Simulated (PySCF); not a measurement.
Pb(Br)2, SMILES [Br][Pb][Br] (CAM-B3LYP/def2-SVP optimised geometry):

```
3

Pb    -1.057    -1.288     0.000
Br    -1.569     1.288     0.000
Br     1.569    -1.288     0.000
```

Method: PySCF with CAM-B3LYP/def2-TZVP, def2 effective core potentials past Kr.

### Question
What are the frontier orbital energies and the dipole moment?

### Answer
HOMO-2 -9.41 eV, HOMO-1 -9.20 eV, HOMO -9.01 eV, LUMO -2.45 eV, LUMO+1 -0.63 eV; dipole moment 4.50 D.

On the same geometry PBE/def2-TZVP, def2 effective core potentials past Kr run with PySCF 2.14.0 gives HOMO-2 -6.96 eV, HOMO-1 -6.73 eV, HOMO -6.72 eV, LUMO -3.87 eV, LUMO+1 -2.10 eV; dipole moment 4.00 D.
